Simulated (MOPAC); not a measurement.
MOPAC input (PM3):

```
PM3 1SCF CHARGE=1 UHF MS=0.5 GEO-OK AUX(PRECISION=9) THREADS=1
CuF

Cu   -0.00000000 1   -0.00000000 1   -0.41954120 1
F     0.00000000 1    0.00000000 1    1.35185499 1
```

From its output:

```
          Parameters for some elements are missing

           Empirical Formula: Cu F  =     2 atoms

 ******************************************************************************
 *                                                                            *
 *     Error and normal termination messages reported in this calculation     *
 *                                                                            *
 * Parameters for some elements are missing                                   *
 * JOB ENDED NORMALLY                                                         *
 *                                                                            *
 ******************************************************************************

 == MOPAC DONE ==
```

The input was rejected before any calculation.

The geometry given is a B3LYP-D3(BJ)/def2-TZVP minimum of the species of charge 0 and multiplicity 1, not of this state.
